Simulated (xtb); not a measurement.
xtb job for C₂H₄OSe, SMILES O1C[Se]C1, GFN2-xTB. 

```
$ xtb mol.xyz --gfn 2 --sp --chrg 0 --uhf 0 --json
$ cat mol.xyz
8

C      0.85115784     0.09454841     1.08291885
O      1.70217913    -0.17736724    -0.00000000
C      0.85115784     0.09454841    -1.08291885
Se    -0.81424596    -0.01805958    -0.00000000
H      0.93935664    -0.65645352     1.87003072
H      0.98716107     1.10564487     1.48573314
H      0.98716107     1.10564487    -1.48573313
H      0.93935665    -0.65645352    -1.87003071
```

Program output:

```
[banner left out]
          |                Calculation Setup                |
           -------------------------------------------------



           -------------------------------------------------
          |                 G F N 2 - x T B                 |
           -------------------------------------------------

        Reference                      10.1021/acs.jctc.8b01176
      * Hamiltonian:
        H0-scaling (s, p, d)           1.850000    2.230000    2.230000
        zeta-weighting                 0.500000
      * Dispersion:
        s8                             2.700000
        a1                             0.520000
        a2                             5.000000
        s9                             5.000000
      * Repulsion:
        kExp                           1.500000    1.000000
        rExp                           1.000000
      * Coulomb:
        alpha                          2.000000
        third order                    shell-resolved
        anisotropic                    true
        a3                             3.000000
        a5                             4.000000
        cn-shift                       1.200000
        cn-exp                         4.000000
        max-rad                        5.000000


          ...................................................
          :                      SETUP                      :
          :.................................................:
          :  # basis functions                  26          :
          :  # atomic orbitals                  25          :
          :  # shells                           13          :
          :  # electrons                        24          :
          :  max. iterations                   250          :
          :  Hamiltonian                  GFN2-xTB          :
          :  restarted?                      false          :
          :  GBSA solvation                  false          :
          :  PC potential                    false          :
          :  electronic temp.          300.0000000     K    :
          :  accuracy                    1.0000000          :
          :  -> integral cutoff          0.2500000E+02      :
          :  -> integral neglect         0.1000000E-07      :
          :  -> SCF convergence          0.1000000E-05 Eh   :
          :  -> wf. convergence          0.1000000E-03 e    :
          :  Broyden damping             0.4000000          :
          :  net charge                          0          :
          :  unpaired electrons                  0          :
          ...................................................

 iter      E             dE          RMSdq      gap      omega  full diag
   1    -13.5482218 -0.135482E+02  0.731E+00    3.43       0.0  T
   2    -13.5950589 -0.468371E-01  0.618E+00    2.73       1.0  T
   3    -13.6028221 -0.776325E-02  0.282E+00    2.85       1.0  T
   4    -13.6033577 -0.535534E-03  0.313E-01    2.72       1.0  T
   5    -13.6033490  0.871556E-05  0.106E-01    2.73       1.0  T
   6    -13.6033767 -0.277439E-04  0.251E-02    2.72       1.4  T
   7    -13.6033771 -0.380067E-06  0.947E-03    2.72       3.7  T
   8    -13.6033772 -0.944250E-07  0.274E-03    2.72      12.9  T
   9    -13.6033772  0.799710E-08  0.193E-03    2.72      18.3  T
  10    -13.6033772 -0.132377E-07  0.320E-04    2.72     110.6  T
  11    -13.6033772 -0.513474E-10  0.142E-04    2.72     248.4  T

   *** convergence criteria satisfied after 11 iterations ***

         #    Occupation            Energy/Eh            Energy/eV
      -------------------------------------------------------------
         1        2.0000           -0.7639578             -20.7884
       ...           ...                  ...                  ...
         6        2.0000           -0.5689560             -15.4821
         7        2.0000           -0.5615060             -15.2794
         8        2.0000           -0.5161975             -14.0464
         9        2.0000           -0.4581233             -12.4662
        10        2.0000           -0.4580530             -12.4643
        11        2.0000           -0.4235567             -11.5256
        12        2.0000           -0.3786397             -10.3033 (HOMO)
        13                         -0.2785678              -7.5802 (LUMO)
        14                         -0.1781039              -4.8465
        15                         -0.0146826              -0.3995
        16                          0.0073007               0.1987
        17                          0.0429077               1.1676
       ...                                ...                  ...
        25                          0.4824340              13.1277
      -------------------------------------------------------------
                  HL-Gap            0.1000719 Eh            2.7231 eV
             Fermi-level           -0.3286038 Eh           -8.9418 eV

 SCC (total)                   0 d,  0 h,  0 min,  0.005 sec
 SCC setup                      ...        0 min,  0.000 sec (  1.598%)
 Dispersion                     ...        0 min,  0.000 sec (  0.661%)
 classical contributions        ...        0 min,  0.000 sec (  0.276%)
 integral evaluation            ...        0 min,  0.001 sec ( 16.205%)
 iterations                     ...        0 min,  0.002 sec ( 48.893%)
 molecular gradient             ...        0 min,  0.001 sec ( 28.301%)
 printout                       ...        0 min,  0.000 sec (  3.794%)

         :::::::::::::::::::::::::::::::::::::::::::::::::::::
         ::                     SUMMARY                     ::
         :::::::::::::::::::::::::::::::::::::::::::::::::::::
         :: total energy             -13.515633751520 Eh    ::
         :: gradient norm              0.000177760403 Eh/a0 ::
         :: HOMO-LUMO gap              2.723093919444 eV    ::
         ::.................................................::
         :: SCC energy               -13.603376539501 Eh    ::
         :: -> isotropic ES            0.019194145677 Eh    ::
         :: -> anisotropic ES          0.001241058791 Eh    ::
         :: -> anisotropic XC          0.002299227414 Eh    ::
         :: -> dispersion             -0.004183614521 Eh    ::
         :: repulsion energy           0.087742787981 Eh    ::
         :: add. restraining           0.000000000000 Eh    ::
         :: total charge               0.000000000000 e     ::
         :::::::::::::::::::::::::::::::::::::::::::::::::::::

           -------------------------------------------------
          |                Property Printout                |
           -------------------------------------------------

    * Orbital Energies and Occupations

         #    Occupation            Energy/Eh            Energy/eV
      -------------------------------------------------------------
         1        2.0000           -0.7639578             -20.7884
         2        2.0000           -0.7269712             -19.7819
         3        2.0000           -0.6586646             -17.9232
         4        2.0000           -0.6124956             -16.6669
         5        2.0000           -0.5763566             -15.6835
         6        2.0000           -0.5689560             -15.4821
         7        2.0000           -0.5615060             -15.2794
         8        2.0000           -0.5161975             -14.0464
         9        2.0000           -0.4581233             -12.4662
        10        2.0000           -0.4580530             -12.4643
        11        2.0000           -0.4235567             -11.5256
        12        2.0000           -0.3786397             -10.3033 (HOMO)
        13                         -0.2785678              -7.5802 (LUMO)
Note: The following floating-point exceptions are signalling: IEEE_DENORMAL
normal termination of xtb
        14                         -0.1781039              -4.8465
        15                         -0.0146826              -0.3995
        16                          0.0073007               0.1987
        17                          0.0429077               1.1676
        18                          0.0673314               1.8322
        19                          0.1055556               2.8723
        20                          0.1372466               3.7347
        21                          0.1601950               4.3591
        22                          0.1893427               5.1523
        23                          0.1991405               5.4189
       ...                                ...                  ...
        25                          0.4824340              13.1277
      -------------------------------------------------------------
                  HL-Gap            0.1000719 Eh            2.7231 eV
             Fermi-level           -0.3286038 Eh           -8.9418 eV

     #   Z          covCN         q      C6AA      α(0)
     1   6 C        3.846     0.110    18.746     6.159
     2   8 O        1.839    -0.307    19.097     5.901
     3   6 C        3.846     0.110    18.746     6.159
     4  34 Se       2.061    -0.126   239.981    26.993
     5   1 H        0.924     0.059     2.215     2.328
     6   1 H        0.924     0.048     2.350     2.397
     7   1 H        0.924     0.048     2.350     2.397
     8   1 H        0.924     0.059     2.215     2.328

 Mol. C6AA /au·bohr⁶  :       1182.659961
 Mol. C8AA /au·bohr⁸  :      47026.008488
 Mol. α(0) /au        :         54.661890


Wiberg/Mayer (AO) data.
largest (>0.10) Wiberg bond orders for each atom

 ---------------------------------------------------------------------------
     #   Z sym  total        # sym  WBO       # sym  WBO       # sym  WBO
 ---------------------------------------------------------------------------
     1   6 C    3.944 --     2 O    1.002     4 Se   1.000     5 H    0.965
                             6 H    0.961
     2   8 O    2.079 --     3 C    1.002     1 C    1.002
     3   6 C    3.944 --     2 O    1.002     4 Se   1.000     8 H    0.965
                             7 H    0.961
     4  34 Se   2.088 --     1 C    1.000     3 C    1.000
     5   1 H    0.997 --     1 C    0.965
     6   1 H    0.998 --     1 C    0.961
     7   1 H    0.998 --     3 C    0.961
     8   1 H    0.997 --     3 C    0.965
 ---------------------------------------------------------------------------

Topologies differ in total number of bonds
Writing topology from bond orders to xtbtopo.mol

molecular dipole:
                 x           y           z       tot (Debye)
 q only:       -0.054       0.200       0.000
   full:        0.267       0.285       0.000       0.994
molecular quadrupole (traceless):
                xx          xy          yy          xz          yz          zz
 q only:       -4.059       0.752       0.102       0.000       0.000       3.957
  q+dip:       -6.965       1.296       2.535      -0.000       0.000       4.430
   full:       -5.823       1.274       0.214      -0.000       0.000       5.609


           -------------------------------------------------
          | TOTAL ENERGY              -13.515633751520 Eh   |
          | GRADIENT NORM               0.000177760403 Eh/α |
          | HOMO-LUMO GAP               2.723093919444 eV   |
           -------------------------------------------------

------------------------------------------------------------------------
------------------------------------------------------------------------
 total:
 SCF:
```

The calculation finished and met its thresholds.

Cost: about 0.05 core-seconds (a rough figure).
